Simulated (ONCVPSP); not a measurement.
**Pseudopotential generation for calcium (Ca): ONCV, PBE, fully relativistic.**

The input file (ONCVPSP 4.0.1):

```
# ATOM AND REFERENCE CONFIGURATION
# atsym  z   nc   nv     iexc    psfile
  Ca 20.00    3    3        4      upf
#
#   n    l    f
    1    0    2.00
    2    0    2.00
    2    1    6.00
    3    0    2.00
    3    1    6.00
    4    0    2.00
#
# PSEUDOPOTENTIAL AND OPTIMIZATION
# lmax
    2
#
#   l,   rc,      ep,       ncon, nbas, qcut
    0    2.10    0.00    5   10    5.10
    1    1.50    0.00    4    8   11.30
    2    1.70    0.16    4    7    6.00
#
# LOCAL POTENTIAL
# lloc, lpopt,  rc(5),   dvloc0
    4    5    1.35    1.00
#
# VANDERBILT-KLEINMAN-BYLANDER PROJECTORs
# l, nproj, debl
    0    2    2.80
    1    2    3.60
    2    1    2.70
#
# MODEL CORE CHARGE
# icmod, fcfact, rcfact
    2    0.40    1.20
#
# LOG DERIVATIVE ANALYSIS
# epsh1, epsh2, depsh
   -3.00    5.00    0.02
#
# OUTPUT GRID
# rlmax, drl
    6.00    0.01
#
# TEST CONFIGURATIONS
# ncnf
    4
# nvcnf
#   n    l    f
    3
    3    0    2.00
    3    1    6.00
    4    0    1.00
#
    3
    3    0    2.00
    3    1    6.00
    4    0    0.00
#
    3
    3    0    2.00
    3    1    6.00
    4    0    1.50
#
    4
    3    0    2.00
    3    1    6.00
    4    0    0.00
    4    1    1.00
#
```

Command:

```bash
oncvpspr.x < Ca.dat > Ca.out
```

Resulting log (shortened: citation, most of the input echo, consistency checks and plot data are left out):

```
ONCVPSP  (Optimized Norm-Conservinng Vanderbilt PSeudopotential)
relativistic version 4.0.1

#   n    l    f        energy (Ha)
    1    0    2.00    -1.4511737D+02
    2    0    2.00    -1.5225035D+01
    2    1    6.00    -1.2253468D+01    -1.2388959D+01
    3    0    2.00    -1.7303870D+00
    3    1    6.00    -1.0244593D+00    -1.0385584D+00
    4    0    2.00    -1.3840621D-01

Reference configufation results
  iterations    22
  all-electron total energy (Ha)   -6.80329684D+02

Begin loop to  construct optimized pseudo wave functions
and semi-local pseudopoentials for all angular momenta

Calculating optimized projector #   1

 for l=   0

    Fraction of norm inside rc  0.968337
    Optimizing pswf for qcut=   5.11 a_B^-1,  ecut=  13.05 Ha
    Residual kinetic energy error=  3.10D-05 Ha

    Energy error per electron        Cutoff
         Ha          eV             Ha
         0.01000     0.27211        3.92
         0.00100     0.02721        5.76
         0.00010     0.00272       11.23
         0.00001     0.00027       40.26

Calculating optimized projector #   2

 for l=   0

    Fraction of norm inside rc  0.062342
    Optimizing pswf for qcut=   5.11 a_B^-1,  ecut=  13.05 Ha
    Residual kinetic energy error=  2.05D-05 Ha

    Energy error per electron        Cutoff
         Ha          eV             Ha
         0.01000     0.27211        2.97
         0.00100     0.02721        4.71
         0.00010     0.00272       10.74
         0.00001     0.00027       18.06

   Wellstate for l =  1  n =  5 kap= -2
     eigenvalue =   2.5755
     asymptotic potential =   3.0755
     half-point radius =  2.9556

Calculating optimized projector #   1

 for l=   1

    Fraction of norm inside rc  0.719375
    Optimizing pswf for qcut=  11.31 a_B^-1,  ecut=  63.96 Ha
    Residual kinetic energy error=  5.88D-09 Ha

    Energy error per electron        Cutoff
         Ha          eV             Ha
         0.01000     0.27211       10.38
         0.00100     0.02721       23.05
         0.00010     0.00272       34.01
         0.00001     0.00027       41.58

Calculating optimized projector #   2

 for l=   1

    Fraction of norm inside rc  0.090519
    Optimizing pswf for qcut=  11.31 a_B^-1,  ecut=  63.96 Ha
    Residual kinetic energy error=  4.57D-09 Ha

    Energy error per electron        Cutoff
         Ha          eV             Ha
         0.01000     0.27211       11.14
         0.00100     0.02721       25.32
         0.00010     0.00272       37.25
         0.00001     0.00027       45.87

   Wellstate for l =  1  n =  5 kap=  1
     eigenvalue =   2.5614

Calculating optimized projector #   1

 for l=   1

    Fraction of norm inside rc  0.724717
    Optimizing pswf for qcut=  11.31 a_B^-1,  ecut=  63.96 Ha
    Residual kinetic energy error=  5.93D-09 Ha

    Energy error per electron        Cutoff
         Ha          eV             Ha
         0.01000     0.27211       10.52
         0.00100     0.02721       22.49
         0.00010     0.00272       33.88
         0.00001     0.00027       41.51

Calculating optimized projector #   2

 for l=   1

    Fraction of norm inside rc  0.091217
    Optimizing pswf for qcut=  11.31 a_B^-1,  ecut=  63.96 Ha
    Residual kinetic energy error=  4.75D-09 Ha

    Energy error per electron        Cutoff
         Ha          eV             Ha
         0.01000     0.27211       11.27
         0.00100     0.02721       24.97
         0.00010     0.00272       37.21
         0.00001     0.00027       45.89

WARNING wellstate: localized bound state found for n= 3 l= 2
WARNING this state with energy -0.07133364
WARNING will be used for the first projector

Calculating optimized projector #   1

 for l=   2

    Fraction of norm inside rc  0.411489
    Optimizing pswf for qcut=   6.00 a_B^-1,  ecut=  18.03 Ha
    Residual kinetic energy error=  4.83D-03 Ha

    Energy error per electron        Cutoff
         Ha          eV             Ha
         0.01000     0.27211       16.40
         0.00100     0.02721       44.39
         0.00010     0.00272       59.17
         0.00001     0.00027       79.65

   Wellstate for l =  2  n =  3 kap=  2
     eigenvalue =   0.1600

Calculating optimized projector #   1

 for l=   2

    Fraction of norm inside rc  0.413544
    Optimizing pswf for qcut=   6.00 a_B^-1,  ecut=  18.03 Ha
    Residual kinetic energy error=  4.89D-03 Ha

    Energy error per electron        Cutoff
         Ha          eV             Ha
         0.01000     0.27211       16.43
         0.00100     0.02721       44.72
         0.00010     0.00272       59.21
         0.00001     0.00027       79.73

Construct Vanderbilt / Kleinmman-Bylander projectors

B matrix Hermiticity error, ll=  0  kap= -1
   1   2    7.3564D-05

  Orthonormal projector coefficients  4.1157E+00  7.1462E-01

B matrix Hermiticity error, ll=  1  kap= -2
   1   2   -2.8423D-04

  Orthonormal projector coefficients  2.8899E+00 -1.0265E-01

B matrix Hermiticity error, ll=  1  kap=  1
   1   2   -2.8644D-04

  Orthonormal projector coefficients  2.8299E+00 -1.1442E-01

 Orthonormal scalar projector coefficients, l =  1
  2.8697E+00 -1.0635E-01 -6.5073E-05  9.0623E-06

 Orthonormal spin-orbit projector coefficients, l =  1
  5.8584E-02 -1.4388E-02  3.9175E-03 -2.1801E-04

 Orthonormal scalar projector coefficients, l =  2
 -2.4285E+00 -6.5320E-08

 Orthonormal spin-orbit projector coefficients, l =  2
  2.2055E-03 -4.7950E-05

Model core correction analysis
  based on d2Exc/dn_idn_j

d2excae - all-electron derivatives

   -3.104224D-02   -2.797300D-02   -1.837988D-03
   -2.797320D-02   -2.641223D-02   -2.449688D-03
   -1.837581D-03   -2.449021D-03   -2.839432D-02

d2excps - pseudofunction derivatives with no core correction

   -4.714152D-02   -3.734951D-02   -2.895017D-03
   -3.734950D-02   -3.631054D-02   -2.930252D-03
   -2.895332D-03   -2.929434D-03   -2.955055D-02

rms 2nd derivative error    7.724652E-03

amplitude prefactor, scale prefactor
   11.5988    1.1662

d2excps - pseudofunction derivatives with core correction

   -3.721259D-02   -3.509483D-02   -2.110275D-03
   -3.509464D-02   -3.596562D-02   -2.729114D-03
   -2.109654D-03   -2.728278D-03   -2.948997D-02

rms 2nd derivative error    5.080250E-03

Pseudoatom total energy  -37.086135

Diagnostic tests using Vanderbilt-Kleinman-Bylander pseudopotentials
  relativistic with J = L +/- 1/2 projectors

   l  kap   rcore       rmatch      e in        delta e    norm test   slope test

   0  -1   2.1072276   2.1712076  -1.7303870   0.0000009   1.0000865   1.0000772
   0  -1   2.1072276   2.1712076  -0.1384062   0.0000008   1.0000144   1.0000114

   1  -2   1.5073862   1.5531537  -1.0244593  -0.0000105   1.0000702   1.0000933
   1   1   1.5073862   1.5531537  -1.0385584  -0.0000022   1.0000743   1.0000765
   1  -2   1.5073862   1.5531537   2.5755407   0.0000501   1.0001973   1.0001973
   1   1   1.5073862   1.5531537   2.5711301   0.0000555   1.0001961   1.0001961

   2  -3   1.7091577   1.7610514  -0.0713336  -0.0000015   0.9999986   1.0000204
   2   2   1.7091577   1.7610514  -0.0719542   0.0000066   1.0000130   0.9999685

Diagnostic tests using Vanderbilt-Kleinman-Bylander pseudopotentials
  relativistic with scalar and spin-orbit non-local projectors

   l  kap   rcore       rmatch      e in        delta e    norm test   slope test

   0  -1   2.1072276   2.1712076  -1.7303870   0.0000009   1.0000865   1.0000772
   0  -1   2.1072276   2.1712076  -0.1384062   0.0000008   1.0000144   1.0000114

   1  -2   1.5073862   1.5531537  -1.0244593  -0.0000055   1.0000685   1.0000971
   1   1   1.5073862   1.5531537  -1.0385584   0.0000029   1.0000725   1.0000803
   1  -2   1.5073862   1.5531537   2.5755407   0.0000605   1.0001986   1.0001986
   1   1   1.5073862   1.5531537   2.5711301   0.0000658   1.0001974   1.0001974

   2  -3   1.7091577   1.7610514  -0.0713336  -0.0000015   0.9999986   1.0000204
   2   2   1.7091577   1.7610514  -0.0719542   0.0000066   1.0000130   0.9999685

Ghost test for J = L + 1/2

 Testing for bound ghosts
   n   l    E NL Schr. Eq   E Basis Diag.   E Cutoff

   1   0       -1.730386       -1.730386    101.26
   2   0       -0.138405       -0.102399    101.26

   2   1       -1.024470       -1.023969    133.16

   3   2       -0.071335       -0.050778     62.75

 Testing for highly-localized positive-energy ghosts
       l    <radius>/rc     E Basis Diag.   E Cutoff

Ghost test for J = L - 1/2

 Testing for bound ghosts
   n   l    E NL Schr. Eq   E Basis Diag.   E Cutoff

   1   0       -1.730386       -1.730386    101.26
   2   0       -0.138405       -0.102399    101.26

   2   1       -1.038561       -1.038092    133.16

   3   2       -0.071948       -0.051572     62.75

 Testing for highly-localized positive-energy ghosts
       l    <radius>/rc     E Basis Diag.   E Cutoff

Test configuration 0

   n   l kap    f        eae           eps        diff
   1   0  -1  2.0000 -145.11737075
   2   0  -1  2.0000  -15.22503503
   2   1  -2  4.0000  -12.25346774
   2   1   1  2.0000  -12.38895909
   3   0  -1  2.0000   -1.73038703   -1.73038617    8.64E-07
   3   1  -2  4.0000   -1.02445930   -1.02446981   -1.05E-05
   3   1   1  2.0000   -1.03855841   -1.03856063   -2.21E-06
   4   0  -1  2.0000   -0.13840621   -0.13840539    8.22E-07

    Total energies and differences
      AE_ref= -6.80329684E+02  AE_tst= -6.80329684E+02  dif=  0.00E+00
      PS_ref= -3.70861353E+01  PS_tst= -3.70861353E+01  dif= -1.21E-13
      PSP excitation error=  1.21E-13

Test configuration 1

   n   l kap    f        eae           eps        diff
   1   0  -1  2.0000 -145.37612956
   2   0  -1  2.0000  -15.48250154
   2   1  -2  4.0000  -12.51103777
   2   1   1  2.0000  -12.64653905
   3   0  -1  2.0000   -1.98399932   -1.98456957   -5.70E-04
   3   1  -2  4.0000   -1.27703016   -1.27710981   -7.96E-05
   3   1   1  2.0000   -1.29119507   -1.29127318   -7.81E-05
   4   0  -1  1.0000   -0.32946388   -0.32949726   -3.34E-05

    Total energies and differences
      AE_ref= -6.80329684E+02  AE_tst= -6.80097820E+02  dif=  2.32E-01
      PS_ref= -3.70861353E+01  PS_tst= -3.68542599E+01  dif=  2.32E-01
      PSP excitation error= -1.08E-05

Test configuration 2

   n   l kap    f        eae           eps        diff
   1   0  -1  2.0000 -145.68908725
   2   0  -1  2.0000  -15.79307277
   2   1  -2  4.0000  -12.82178731
   2   1   1  2.0000  -12.95730669
   3   0  -1  2.0000   -2.28691025   -2.28869639   -1.79E-03
   3   1  -2  4.0000   -1.57750513   -1.57783542   -3.30E-04
   3   1   1  2.0000   -1.59181802   -1.59216108   -3.43E-04
   4   0  -1  0.0000   -0.53423930   -0.53423930    0.00E+00

    Total energies and differences
      AE_ref= -6.80329684E+02  AE_tst= -6.79663439E+02  dif=  6.66E-01
      PS_ref= -3.70861353E+01  PS_tst= -3.64197856E+01  dif=  6.66E-01
      PSP excitation error= -1.05E-04

Test configuration 3

   n   l kap    f        eae           eps        diff
   1   0  -1  2.0000 -145.23939661
   2   0  -1  2.0000  -15.34655716
   2   1  -2  4.0000  -12.37503044
   2   1   1  2.0000  -12.51052566
   3   0  -1  2.0000   -1.85041870   -1.85063553   -2.17E-04
   3   1  -2  4.0000   -1.14409481   -1.14412659   -3.18E-05
   3   1   1  2.0000   -1.15821918   -1.15824527   -2.61E-05
   4   0  -1  1.5000   -0.23083977   -0.23084775   -7.98E-06

    Total energies and differences
      AE_ref= -6.80329684E+02  AE_tst= -6.80237675E+02  dif=  9.20E-02
      PS_ref= -3.70861353E+01  PS_tst= -3.69941249E+01  dif=  9.20E-02
      PSP excitation error= -1.31E-06

Test configuration 4

   n   l kap    f        eae           eps        diff
   1   0  -1  2.0000 -145.42325886
   2   0  -1  2.0000  -15.52976245
   2   1  -2  4.0000  -12.55817738
   2   1   1  2.0000  -12.69367589
   3   0  -1  2.0000   -2.03004463   -2.03152019   -1.48E-03
   3   1  -2  4.0000   -1.32214531   -1.32254403   -3.99E-04
   3   1   1  2.0000   -1.33636225   -1.33677394   -4.12E-04
   4   0  -1  0.0000   -0.35251579   -0.53423930   -1.82E-01
   4   1  -2  0.6667   -0.23969185   -0.23972135   -2.95E-05
   4   1   1  0.3333   -0.24082096   -0.24084912   -2.82E-05

    Total energies and differences
      AE_ref= -6.80329684E+02  AE_tst= -6.79985811E+02  dif=  3.44E-01
      PS_ref= -3.70861353E+01  PS_tst= -3.67421936E+01  dif=  3.44E-01
      PSP excitation error= -6.80E-05
```

The run took about 4.6 s on one core of a shared server CPU.
